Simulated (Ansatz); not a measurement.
C2H6BNO, SMILES `CC(=N)BO` from Hartree–Fock to CCSD(T)

Cartesian coordinates in Å:
```
C -0.354 1.109 0.667
C 0.421 -0.142 0.373
N 1.375 -0.590 1.094
B 0.072 -0.998 -0.906
O -0.937 -0.562 -1.695
H -0.274 1.813 -0.166
H -1.419 0.882 0.770
H -0.003 1.595 1.580
H 1.539 0.019 1.902
H 0.679 -1.998 -1.165
H -1.099 -1.127 -2.454
```

The species carries charge 0 and has multiplicity 1. The structure was optimised at the PBE0-D4/def2-TZVP level. It is one conformer, not always the lowest. Frozen core, restricted reference, the Gaussian-basis code of Ansatz. CBS rows extrapolate triple and quadruple zeta; past MP2 they add the triple-zeta difference.

```
     basis     HF (Eh)  MP2 corr.  CCSD corr.    (T)  CCSD(T) total
def2-TZVPP  -233.35570   -0.87172           ?      ?              ?
def2-QZVPP  -233.36670   -0.93282           –      –              –
 CBS(def2)  -233.36822          ?           ?  as TZ              ?
```

**Question.** Fill in the withheld values. (Estimate.)

**Answer.** Ansatz gave: def2-TZVPP CCSD corr.: -0.90513; def2-TZVPP (T): -0.03779; def2-TZVPP CCSD(T) total: -234.29862; CBS(def2) MP2 corr.: -0.97808; CBS(def2) CCSD corr.: -1.01150; CBS(def2) CCSD(T) total: -234.41751.
